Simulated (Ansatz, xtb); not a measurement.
## Relative energy of two isomers of CH3AlMgO

Structure a is `[CH3][Mg][O][Al]`, a singlet and structure b is `[CH3][Al]1[O][Mg]1`, a singlet. Both are isolated molecules in the gas phase, relaxed with PBE0-D3(BJ)/def2-SVP.

Quicker runs give these differences E(b) − E(a): GFN2-xTB −0.362 eV; HF/STO-3G +4.469 eV (at GFN2-xTB geometries); r2SCAN-D4/def2-SVP +0.923 eV (at GFN2-xTB geometries).

Task: Estimate E(b) − E(a) at the level CCSD(T)/def2-TZVP.

Result: Calculated at CCSD(T)/def2-TZVP: E(b) − E(a) = +1.176 eV, so structure a lies lower.

Level by level:

| level | geometry | E(b) − E(a) (eV) | departure from the last row (eV) | job, with rough time for the two |
| --- | --- | --- | --- | --- |
| GFN2-xTB | GFN2-xTB | −0.362 | −1.537 | optimisation, 0.23 s |
| HF/STO-3G | GFN2-xTB | +4.469 | +3.294 | single point, 0.38 s |
| r2SCAN-D4/def2-SVP | GFN2-xTB | +0.923 | −0.252 | single point, 5.2 s |
| PBE0-D3(BJ)/def2-SVP | PBE0-D3(BJ)/def2-SVP | +1.224 | +0.048 | optimisation, 91 s |
| HF/def2-TZVP | PBE0-D3(BJ)/def2-SVP | +1.644 | +0.469 | part of the CCSD(T) run |
| MP2/def2-TZVP | PBE0-D3(BJ)/def2-SVP | +1.213 | +0.038 | part of the CCSD(T) run |
| CCSD(T)/def2-TZVP | PBE0-D3(BJ)/def2-SVP | +1.176 |  | single point, 1.7 min |

As drawn, b has 1 C–Al, 1 Al–Mg in place of 1 C–Mg. Structure a has no ring, b a 3-membered ring.

GFN2-xTB puts the two in the other order. The largest departure from CCSD(T)/def2-TZVP is that of HF/STO-3G, 3.294 eV.

With harmonic frequencies from PBE0-D3(BJ)/def2-SVP (ideal gas, rigid rotor, one conformer each, 298.15 K, 1 atm): on the last row, ΔE + ΔZPE = +1.192 eV. A mode under 50 cm⁻¹ makes harmonic enthalpies and free energies unreliable, so none is given.

The correlated steps freeze 8 core orbitals; the last core shell of Mg is correlated, in a basis made for valence electrons. Programs: Ansatz 0.2.0, xtb 6.7.1; the last row on 1 thread of Arm Neoverse V1 on a shared host.
